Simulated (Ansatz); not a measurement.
Abridged output of a molecular run in Ansatz:

```
Functional definition: HF
1113 factors; integrals over basis functions are off by at most 1.1e-3 eV
mean field evaluation 1: about -60721.5567 eV, gradient 3.9e1 eV
mean field evaluation 2: about -60721.8176 eV, gradient 4.0e1 eV
mean field evaluation 4: about -60725.1079 eV, gradient 5.0e0 eV
mean field evaluation 8: about -60725.1619 eV, gradient 6.0e-1 eV
mean field -60725.16341362 eV, -2231.6085944565 hartree, gradient 8.3e-6 eV, S^2 0.000000; 0 other end points of the search recorded, 0 dependent functions left out
15 core orbitals not correlated: weight in the atoms' cores, before any rotation towards them, 1.000 or more for the frozen orbitals, at most 0.000 for the correlated occupied ones
reference -60725.16341362 eV, -2231.6085944565 hartree; 13, 13 occupied and 151, 151 virtual orbitals, 1113 factors
second order -24.69823087 eV of doubles, -0.00000000 eV of singles
cycle   1  -23.24131086 eV  change     1.5e0 eV  update   1.2e-1
cycle   2  -23.92247292 eV  change   -6.8e-1 eV  update   4.9e-2
cycle   3  -24.07579201 eV  change   -1.5e-1 eV  update   2.1e-2
cycle   4  -24.05006658 eV  change    2.6e-2 eV  update   6.9e-3
cycle   5  -24.04066422 eV  change    9.4e-3 eV  update   2.7e-3
cycle   6  -24.04286501 eV  change   -2.2e-3 eV  update   9.5e-4
cycle   7  -24.04253346 eV  change    3.3e-4 eV  update   3.6e-4
cycle   8  -24.04216320 eV  change    3.7e-4 eV  update   1.3e-4
cycle   9  -24.04230015 eV  change   -1.4e-4 eV  update   5.5e-5
cycle  10  -24.04231950 eV  change   -1.9e-5 eV  update   2.2e-5
perturbative correction -0.88048498 eV, -0.0323572263 hartree
Total energy: -60750.08621811 eV, -2232.5244906281 hartree
```

Its atoms:

```xyz
6

N    -0.348   -1.453    0.298
Zn   -0.096    0.342    0.221
S     0.103    2.488    0.297
H    -0.928   -1.879   -0.411
H     0.463   -2.038    0.443
H     0.806    2.539   -0.848
```

Question: Which basis set was used?
A. def2-SVPD
B. def2-SVP
C. def2-TZVPPD
D. def2-TZVPP

Answer: D. It gives 179 functions.

Question: Write the keys of the input that set method, charge and spin (a neutral closed shell needs none for the last two).

Answer: 
```yaml
correlation: {method: ccsd_t, frozen_orbitals: {H: 0, "N": 1, S: 5, Zn: 9}}
```
